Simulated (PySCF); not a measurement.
**Ionising TlP**

UHF-MP2; PySCF, scalar-relativistic core potentials, basis sets Tl def2-SVPD with ECP60, P def2-SVPD. Neutral (UHF): triplet (π ↑↑), Re = 2.752 Å, ωe = 234 cm⁻¹, De = 1.37 eV.

TlP⁺ (UHF): quartet (σ ↑, π ↑↑), Re = 3.354 Å, ωe = 82.0 cm⁻¹. The energies at the minima are -512.28270 hartree for TlP and -512.05036 for TlP⁺.

Task: Work out the adiabatic ionisation energy, without and with harmonic zero-point energies (1 hartree = 27.2114 eV, 1 eV = 8065.5 cm⁻¹), and the change of the bond length.

Result: At UHF-MP2: 0.23234 hartree = 6.322 eV between the minima; the zero-point term (82.0 − 234.0)/2 cm⁻¹ = -0.009 eV makes it 6.313 eV. Re changes by +60.2 pm against the neutral. The electron leaves a σ orbital, and the ion is left as a loose complex of an ion and an atom.

Correlated steps freeze 9 core orbitals. Correlated levels converge slowly with the basis: in double zeta they bind strong bonds too weakly, by up to about 1 eV, and carry superposition errors of some tenths. Spin–orbit coupling is left out, which matters for elements this heavy, above all for dissociation energies. States were picked by a PBE0 search and need not be the measured ground states.
